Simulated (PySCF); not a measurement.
PySCF input file for Ge(H)2(Cl)(vinyl) (C₂H₅ClGe), SMILES [Cl][GeH2][CH]=C, PBE-D3(BJ)/def2-SVP. Coordinates come from a PBE-D3(BJ)/def2-SVP optimisation. The structure was generated by enumeration, and PubChem lists no compound with its InChIKey, so it may never have been made. Other conformers were not sampled.

```python
import numpy as np
from pyscf import gto, scf, dft, df
from pyscf.hessian import thermo

mol = gto.M(
    atom='''
    Ge    0.74268535   -0.09936510    0.00000000
    Cl   -0.96776166   -1.46505511   -0.00000000
    C     0.03107464    1.71198200    0.00000000
    C    -1.28545053    1.98368376   -0.00000000
    H     1.57258923   -0.41014634   -1.27298992
    H     1.57258923   -0.41014634    1.27298991
    H     0.76748212    2.53694541    0.00000000
    H    -1.66416848    3.02020689   -0.00000000
    H    -2.03621968    1.17476598   -0.00000000
    ''',
    basis='def2-SVP',
    charge=0,
    spin=0,
    max_memory=1600,
    verbose=3,
)
mf = dft.RKS(mol, xc='pbe').density_fit(auxbasis='def2-universal-jkfit')
mf.disp = 'd3bj'
mf.grids.level = 3
mf.conv_tol = 1e-11
mf.max_cycle = 100
mf.kernel()

# [left out here: the lines that compute and print the analytic Hessian (its translational invariance restored by hand, since the grid's response is missing), thermochemistry and intensities]
```

Log of the run:

```
converged SCF energy = -2615.35792466797

WARN: DFTD3 does not support analytical Hessian, using finite difference


WARN: Mole.unit (angstrom) is changed to Bohr

Mode                                 0                   1                   2
Irrep
Freq [cm^-1]                      101.8992            136.3126            327.9310
Reduced mass [au]                   1.9888              5.9163              3.9396
Force const [Dyne/A]                0.0122              0.0648              0.2496
Char temp [K]                     146.6103            196.1234            471.8196
Normal mode                   x     y     z       x     y     z       x     y     z
       0  Ge                 0.00  0.00 -0.02    0.04 -0.01  0.00    0.03 -0.04 -0.00
       1  Cl                -0.00  0.00  0.03   -0.05  0.09 -0.00    0.01  0.04  0.00
       2   C                 0.00 -0.00  0.16   -0.03 -0.04 -0.00   -0.13 -0.05 -0.00
       3   C                -0.00 -0.00 -0.11   -0.06 -0.16  0.00   -0.10  0.13  0.00
       4   H                -0.11  0.07 -0.11    0.03 -0.03 -0.00    0.05  0.04 -0.01
       5   H                 0.11 -0.07 -0.11    0.03 -0.03  0.00    0.05  0.04  0.01
       6   H                -0.00  0.00  0.48   -0.10  0.03 -0.00   -0.09 -0.08  0.00
       7   H                -0.00 -0.00 -0.02   -0.15 -0.19  0.00    0.09  0.20  0.00
       8   H                 0.00 -0.00 -0.41    0.02 -0.23  0.00   -0.24  0.27 -0.00
Mode                                 3                   4                   5
Irrep
Freq [cm^-1]                      382.0834            404.0635            550.0747
Reduced mass [au]                   1.0848             33.2988              1.2224
Force const [Dyne/A]                0.0933              3.2032              0.2179
Char temp [K]                     549.7329            581.3574            791.4350
Normal mode                   x     y     z       x     y     z       x     y     z
       0  Ge                 0.00  0.00 -0.02    0.06  0.03  0.00   -0.00  0.00 -0.03
       1  Cl                -0.00 -0.00  0.01   -0.11 -0.08 -0.00   -0.00  0.00  0.02
       2   C                 0.00  0.00 -0.06   -0.02  0.02  0.00    0.00 -0.00  0.10
       3   C                 0.00 -0.00  0.03   -0.02  0.02 -0.00    0.00 -0.00 -0.01
       4   H                 0.30 -0.29  0.26    0.03  0.01 -0.01    0.48  0.22  0.23
       5   H                -0.30  0.29  0.26    0.03  0.01  0.01   -0.48 -0.22  0.23
       6   H                 0.00  0.00  0.36   -0.02  0.03 -0.00    0.00 -0.00 -0.18
       7   H                -0.00 -0.00  0.46   -0.01  0.03 -0.00    0.00  0.00 -0.30
       8   H                 0.00 -0.00 -0.30   -0.02  0.02  0.00   -0.00  0.00  0.16
Mode                                 6                   7                   8
Irrep
Freq [cm^-1]                      569.5788            655.4469            740.0385
Reduced mass [au]                   3.5178              1.1823              1.0632
Force const [Dyne/A]                0.6724              0.2993              0.3431
Char temp [K]                     819.4971            943.0422           1064.7506
Normal mode                   x     y     z       x     y     z       x     y     z
       0  Ge                 0.01 -0.04 -0.00    0.00  0.00  0.01   -0.00 -0.02  0.00
       1  Cl                 0.01 -0.00  0.00   -0.00 -0.00  0.01   -0.01  0.00 -0.00
       2   C                -0.00  0.22  0.00   -0.00  0.00 -0.11    0.01  0.03 -0.00
       3   C                -0.05  0.04 -0.00   -0.00  0.00  0.01    0.01  0.00 -0.00
       4   H                -0.04 -0.12 -0.01    0.08  0.57 -0.09    0.22  0.64 -0.02
       5   H                -0.04 -0.12  0.01   -0.08 -0.57 -0.09    0.22  0.64  0.02
       6   H                -0.07  0.28 -0.00   -0.00  0.00  0.15    0.06 -0.01  0.00
       7   H                -0.29 -0.04 -0.00    0.00  0.00  0.31   -0.11 -0.04  0.00
       8   H                 0.11 -0.11  0.00   -0.00  0.00 -0.18    0.09 -0.07 -0.00
Mode                                 9                  10                  11
Irrep
Freq [cm^-1]                      845.6458            948.5677            962.2905
Reduced mass [au]                   1.0225              1.3647              1.1715
Force const [Dyne/A]                0.4308              0.7235              0.6392
Char temp [K]                    1216.6961           1364.7777           1384.5217
Normal mode                   x     y     z       x     y     z       x     y     z
       0  Ge                 0.01 -0.00  0.00   -0.00  0.00 -0.00    0.00  0.01 -0.00
       1  Cl                 0.00  0.00  0.00    0.00 -0.00  0.00    0.00  0.00  0.00
       2   C                 0.00 -0.01 -0.00   -0.00 -0.00 -0.06   -0.03 -0.05  0.00
       3   C                 0.01 -0.00 -0.00   -0.00  0.00  0.14   -0.01  0.09 -0.00
       4   H                -0.55  0.19 -0.39    0.00 -0.00  0.00   -0.04 -0.07 -0.01
       5   H                -0.55  0.19  0.39   -0.00  0.00  0.00   -0.04 -0.07  0.01
       6   H                -0.03  0.02  0.00    0.00 -0.00  0.18    0.39 -0.43  0.00
       7   H                 0.02  0.00  0.00   -0.00 -0.00 -0.66   -0.52 -0.10  0.00
       8   H                -0.00  0.01 -0.00    0.00 -0.00 -0.49    0.37 -0.27  0.00
Mode                                12                  13                  14
Irrep
Freq [cm^-1]                      987.9413           1218.3607           1358.3383
Reduced mass [au]                   1.0574              1.3347              1.1521
Force const [Dyne/A]                0.6081              1.1673              1.2524
Char temp [K]                    1421.4276           1752.9498           1954.3464
Normal mode                   x     y     z       x     y     z       x     y     z
       0  Ge                -0.00  0.00 -0.00    0.00 -0.00  0.00    0.00 -0.00  0.00
       1  Cl                 0.00 -0.00  0.00    0.00  0.00  0.00    0.00  0.00 -0.00
       2   C                 0.00  0.00 -0.06    0.01  0.10 -0.00   -0.10  0.04 -0.00
       3   C                -0.00 -0.00 -0.02   -0.07 -0.08 -0.00    0.00 -0.00  0.00
       4   H                 0.01  0.00  0.01   -0.01  0.01 -0.02    0.00  0.00 -0.00
       5   H                -0.01 -0.00  0.01   -0.01  0.01  0.02    0.00  0.00  0.00
       6   H                -0.00  0.00  0.71    0.61 -0.43 -0.00    0.01 -0.07  0.00
       7   H                 0.00  0.00 -0.25    0.22  0.03  0.00    0.62  0.20 -0.00
       8   H                -0.00  0.00  0.61   -0.31  0.15 -0.00    0.49 -0.44 -0.00
Mode                                15                  16                  17
Irrep
Freq [cm^-1]                     1622.6169           2078.6486           2084.4919
Reduced mass [au]                   5.1127              1.0160              1.0255
Force const [Dyne/A]                7.9310              2.5864              2.6254
Char temp [K]                    2334.5845           2990.7125           2999.1197
Normal mode                   x     y     z       x     y     z       x     y     z
       0  Ge                 0.00 -0.00 -0.00   -0.01  0.00  0.00    0.00 -0.00  0.02
       1  Cl                -0.00  0.00 -0.00   -0.00 -0.00  0.00    0.00  0.00  0.00
       2   C                -0.18  0.06 -0.00   -0.00 -0.00  0.00    0.00  0.00  0.00
       3   C                 0.19 -0.04  0.00    0.00  0.00 -0.00   -0.00 -0.00  0.00
       4   H                -0.00 -0.02  0.00    0.36 -0.14 -0.59    0.38 -0.15 -0.57
       5   H                -0.00 -0.02 -0.00    0.36 -0.14  0.59   -0.38  0.15 -0.57
       6   H                -0.01 -0.13  0.00   -0.01  0.00  0.00    0.00 -0.00  0.00
       7   H                -0.13 -0.18  0.00   -0.00 -0.00 -0.00    0.00  0.00 -0.01
       8   H                -0.07  0.23 -0.00    0.00  0.00  0.00   -0.00 -0.00  0.00
Mode                                18                  19                  20
Irrep
Freq [cm^-1]                     3052.2385           3074.2378           3151.2582
Reduced mass [au]                   1.0579              1.0931              1.1174
Force const [Dyne/A]                5.8068              6.0865              6.5379
Char temp [K]                    4391.4916           4423.1437           4533.9590
Normal mode                   x     y     z       x     y     z       x     y     z
       0  Ge                -0.00 -0.00  0.00    0.00 -0.00 -0.00   -0.00  0.00  0.00
       1  Cl                 0.00  0.00 -0.00   -0.00 -0.00 -0.00    0.00  0.00 -0.00
       2   C                -0.01 -0.02 -0.00    0.06  0.05  0.00   -0.01 -0.01 -0.00
       3   C                -0.06  0.02 -0.00   -0.03 -0.00 -0.00   -0.02 -0.09 -0.00
       4   H                -0.00 -0.00 -0.00   -0.00  0.00  0.00   -0.00 -0.00  0.00
       5   H                -0.00 -0.00  0.00   -0.00  0.00 -0.00   -0.00 -0.00 -0.00
       6   H                 0.21  0.23  0.00   -0.60 -0.67 -0.00    0.06  0.07  0.00
       7   H                 0.22 -0.64  0.00    0.05 -0.15  0.00   -0.23  0.62 -0.00
       8   H                 0.42  0.46 -0.00    0.19  0.21  0.00    0.46  0.48  0.00
temperature 298.1500 [K]
pressure 101325.00 [Pa]
Rotational constants [GHz] 4.68878 2.80185 1.79452
Symmetry number 1
Zero-point energy (ZPE) 0.05753 [Eh]   151040.888 [J/mol]
                           tot       elec      trans        rot        vib
Entropy [J/mol/K]       332.348      0.000    170.119    113.025     49.205
Cv [J/mol/K]             85.904      0.000     12.472     12.472     60.961
Cp [J/mol/K]             94.218      0.000     20.786     12.472     60.961
Internal energy [J/mol]                      3718.434   3718.434 159533.059
Internal energy [Eh]   -2615.29433  -2615.35792
Enthalpy [J/mol]                             6197.391   3718.434 159533.059
Enthalpy [Eh]          -2615.29338
Gibbs free energy [J/mol]                  -44523.654 -29979.836 144862.695
Gibbs free energy [Eh] -2615.33113
mode   freq/cm-1   IR/(km/mol)
   1      101.90         0.047
   2      136.31         1.708
   3      327.93         5.789
   4      382.08         0.057
   5      404.06        36.514
   6      550.07        35.335
   7      569.58        10.302
   8      655.45        26.048
   9      740.04       127.844
  10      845.65        85.607
  11      948.57        17.412
  12      962.29         7.987
  13      987.94        17.512
  14     1218.36         5.585
  15     1358.34        12.010
  16     1622.62         1.505
  17     2078.65       103.286
  18     2084.49       115.024
  19     3052.24         8.449
  20     3074.24         4.386
  21     3151.26         2.029
max |gradient| / (hartree/bohr): 8.276387402817229e-05
APT charges: [ 1.2553 -0.4728 -0.2962 -0.0692 -0.2614 -0.2614  0.0085  0.039   0.0583]
```

The calculation finished and met its thresholds.
